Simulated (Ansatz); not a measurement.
Born–Oppenheimer molecular dynamics of CH₆OSSi₂ (11 atoms, charge 0, multiplicity 1). It starts at the highest image of a converged band. Of that band: Neighbouring images differ by up to 1.3 eV, so the band resolves the path poorly. A vibrational analysis at the climbing image gives one clearly imaginary mode, 1036i cm⁻¹: a first-order saddle point.

Computed with RHF/cc-pVDZ (Ansatz).

```json
{"ensemble": "NVE (velocity Verlet)", "time step": "0.5 fs", "steps asked": "200", "starting velocities drawn for": "300 K", "seed": "6137"}
```

First frame:

```xyz
11
Properties=species:S:1:pos:R:3
O -1.640 -1.522 1.407
C -0.573 -1.326 1.238
Si 1.479 -0.952 1.010
S -0.066 -0.456 -1.901
Si -0.803 1.440 -1.348
H 1.199 -0.441 -0.498
H 1.844 -2.376 1.238
H 1.607 -0.258 2.320
H -2.286 1.555 -1.456
H -0.210 2.583 -2.099
H -0.484 1.695 0.109
```

(1) How far do the bonds stretch over the last three quarters of this one trajectory? (Pairs bonded in most of those frames.)

Answers

(1) 
```csv
bond,mean (Å),spread (Å),shortest,longest
O1–C2,1.107,0.009,1.09,1.12
C2–Si3,2.177,0.057,2.09,2.25
Si3–H7,1.526,0.031,1.47,1.57
Si3–H8,1.530,0.015,1.50,1.56
S4–Si5,2.185,0.061,2.09,2.27
S4–H6,1.394,0.132,1.19,1.57
Si5–H9,1.484,0.017,1.46,1.51
Si5–H10,1.487,0.027,1.45,1.53
Si5–H11,1.490,0.043,1.42,1.55
```

Mean temperature of the second half: 948 K. The conserved energy stayed within 0.55 meV per atom of its start (net change 0.13 meV per atom), so the integration is sound. The kinetic energy rose, since the run started high on the potential surface and went downhill. It ends in pieces (CH2OSi + H4SSi), so much of that is their flight and rotation, not heat. A run of 0.1 ps of so small a system gives no equilibrium averages. The orbitals stay closed-shell, which can raise the energy where a bond breaks towards radicals; this wasn't checked here.

The run took 3 min on 2 threads of AMD EPYC 9R45 96-Core Processor (Zen 5) (shared host), peak memory 0.27 GiB.
